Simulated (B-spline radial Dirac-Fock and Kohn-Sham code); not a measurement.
Model: Dirac-Fock ΔSCF + Breit + QED. Program: an atomic code on a B-spline grid. Free neutral atoms up to Cf, the lines Kα1, Kβ1, Lα1, Lβ1, Lβ2, Lγ1, Lℓ and Mα1 where both subshells are closed (so no Lα of most 3d metals and no Mα of most lanthanides); Na, Y were not searched.

Task: Ba Lα1 is computed at 4466.7 eV. Which of the searched lines of other elements lie within 67 eV and could overlap it in an energy-dispersive spectrum?

Result: Sc Kβ1 at 4460.7 eV (-6); Pr Lℓ at 4455.4 eV (-11); Ti Kα1 at 4509.5 eV (+43); I Lβ2 at 4509.6 eV (+43); Xe Lβ1 at 4418.4 eV (-48).
